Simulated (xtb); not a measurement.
Job for xtb: GFN-FF on FH2NSi (SMILES N[Si]F), a point of a torsion scan.

```
$ xtb mol.xyz --gfnff --sp --chrg 0 --uhf 0
5

N     -0.62572164    -0.07086123     0.13393907
Si     0.98850622    -0.53981164     0.44260203
F      0.95706395    -1.88977089    -0.50470357
H     -0.92952637     0.88719665     0.14527180
H     -1.24012031    -0.64348879    -0.43255092
```

Program output:

```
[...]
           -------------------------------------------------
          |                Calculation Setup                |
           -------------------------------------------------



          ==================== Thresholds ====================
          CN  :   150.00000
          rep :   500.00000
          disp:  2500.00000
          HB1 :   250.00000
          HB2 :   450.00000

          Pauling EN used:
          Z : 1  EN :  2.20
          Z : 7  EN :  3.04
          Z : 9  EN :  3.98
          Z :14  EN :  1.90
          electric field strengths (au): 0.000

           -------------------------------------------------
          |           Force Field Initialization            |
           -------------------------------------------------

          distances ...
          ----------------------------------------
          generating topology and atomic info file ...
          pair mat ...
          computing topology distances matrix with Floyd-Warshall algo ...
          making topology EEQ charges ...
          #fragments for EEQ constrain: 1
          ----------------------------------------
          generating topology and atomic info file ...
          pair mat ...
          computing topology distances matrix with Floyd-Warshall algo ...
          making topology EEQ charges ...
          #fragments for EEQ constrain: 1
          rings ...
          # BATM   4
          # H in HB   2
          doing iterative Hueckel for 2 subsystem(s) ...

  atom   neighbors  erfCN metchar sp-hybrid imet pi  qest     coordinates
    1  N       3    2.79   0.00         3    0    0  -0.331   -1.182443   -0.133908    0.253108
    2  Si      2    1.92   0.01         2    0    0   0.327    1.868006   -1.020096    0.836397
    3  F       1    0.98   0.00         0    0    0  -0.319    1.808589   -3.571149   -0.953752
    4  H       1    0.98   0.00         0    0    0   0.161   -1.756550    1.676559    0.274524
    5  H       1    0.98   0.00         0    0    0   0.161   -2.343488   -1.216018   -0.817403

          #atoms :   5
          #bonds :   4
          #angl  :   4
          #tors  :   3
          #nmol  :   1
          #optfrag :   1
           -------------------------------------------------
          |                   G F N - F F                   |
          |          A general generic force-field          |
          |                  Version 1.0.3                  |
           -------------------------------------------------
          Number of HB bonds (bound hydrogen)     0
          Number of HB bonds (unbound hydrogen)   12
          Number of XB bonds                      0

 E+G (total)                   0 d,  0 h,  0 min,  0.000 sec
 distance/D3 list               ...        0 min,  0.000 sec (  0.924%)
 non bonded repulsion           ...        0 min,  0.000 sec ( 13.533%)
 dCN                            ...        0 min,  0.000 sec (  4.092%)
 EEQ energy and q               ...        0 min,  0.000 sec (  8.992%)
 D3                             ...        0 min,  0.000 sec ( 14.682%)
 EEQ gradient                   ...        0 min,  0.000 sec (  5.469%)
 bonds                          ...        0 min,  0.000 sec (  8.954%)
 bend and torsion               ...        0 min,  0.000 sec ( 14.579%)
 bonded ATM                     ...        0 min,  0.000 sec (  4.098%)
 HB/XB (incl list setup)        ...        0 min,  0.000 sec ( 19.029%)

         :::::::::::::::::::::::::::::::::::::::::::::::::::::
         ::                     SUMMARY                     ::
         :::::::::::::::::::::::::::::::::::::::::::::::::::::
         :: total energy              -0.591993043953 Eh    ::
Note: The following floating-point exceptions are signalling: IEEE_UNDERFLOW_FLAG IEEE_DENORMAL
normal termination of xtb
         :: gradient norm              0.056027977250 Eh/a0 ::
         ::.................................................::
         :: bond energy               -0.576802068880 Eh    ::
         :: angle energy               0.004893015785 Eh    ::
         :: torsion energy             0.000892368698 Eh    ::
         :: repulsion energy           0.031470889596 Eh    ::
         :: electrostat energy        -0.051108862777 Eh    ::
         :: dispersion energy         -0.001279212388 Eh    ::
         :: HB energy                  0.000000000000 Eh    ::
         :: XB energy                  0.000000000000 Eh    ::
         :: bonded atm energy         -0.000059173986 Eh    ::
         :: external energy            0.000000000000 Eh    ::
         :: add. restraining           0.000000000000 Eh    ::
         :: total charge              -0.000000000000 e     ::
         :::::::::::::::::::::::::::::::::::::::::::::::::::::

           -------------------------------------------------
          |                Property Printout                |
           -------------------------------------------------

molecular dipole:
                 x           y           z       tot (Debye)
 q only:       -0.153       0.914       0.398       2.564

           -------------------------------------------------
          | TOTAL ENERGY               -0.591993043953 Eh   |
          | GRADIENT NORM               0.056027977250 Eh/α |
           -------------------------------------------------
########################################################################
[WARNING] Runtime exception occurred
-1- gfnff_setup: Could not read topology file.
########################################################################

------------------------------------------------------------------------
------------------------------------------------------------------------
 total:
 SCF:
```

The run finished.

Cost: very roughly 0.010 core-seconds.
